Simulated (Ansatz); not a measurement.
Program: Ansatz. Geometries: PBE0-D4/def2-TZVP. ΔE: electronic, gas phase. CCSD(T)/CBS is the MP2 limit (def2-TZVPP, def2-QZVPP) plus CCSD(T) − MP2 in def2-TZVPP, frozen cores. This one scheme is used for every species. DFT in def2-TZVPP. HSE06 is defined as in plane-wave codes. Each species was taken in one conformer, which may not be the lowest.

`B[SiH](F)Cl` + CH₃SH → `CS[SiH](F)Cl` + BH₃  (cleavage of the Si–B bond)

| level | ΔE (kJ/mol) |
| --- | --- |
| B97M-V | -81.1 |
| HSE06 | -76.3 |

Task: What does CCSD(T)/CBS give? (Estimate.)

Result: The calculation gave: -85.9 kJ/mol. The listed levels differ from it by 4.8, 9.6 kJ/mol.

Task: What do rigid-rotor, harmonic-oscillator terms from PBE0-D4/def2-TZVP frequencies (298.15 K, 1 bar) make of the CCSD(T)/CBS value? (Best estimate.)

Result: Computed: ΔZPE = -0.7 kJ/mol, ΔH = -84.8 kJ/mol, ΔS = -25 J/(mol·K), ΔG = -77.4 kJ/mol.

Largest T1 diagnostic among the species: 0.011.

The D4 term adds −9.4 kJ/mol with B3LYP and −5.2 kJ/mol with PBE0; it sums over pairs of atoms, weighted by their polarisabilities, and B3LYP, whose exchange is more repulsive, gets the larger term. From BLYP to BHLYP (50 % exact exchange), in def2-TZVPP and without D4, ΔE moves by −9.0 kJ/mol. Leaving LDA and LC-ωPBE aside and taking each functional with its dispersion term where it has one, the values, not all of them listed here, spread over 10.0 kJ/mol, from BHLYP-D4 to PBE-D4. LDA lies −3.2 kJ/mol from PBE without D4.

B3LYP here is the variant with VWN-RPA as its local correlation; programs differ in this.
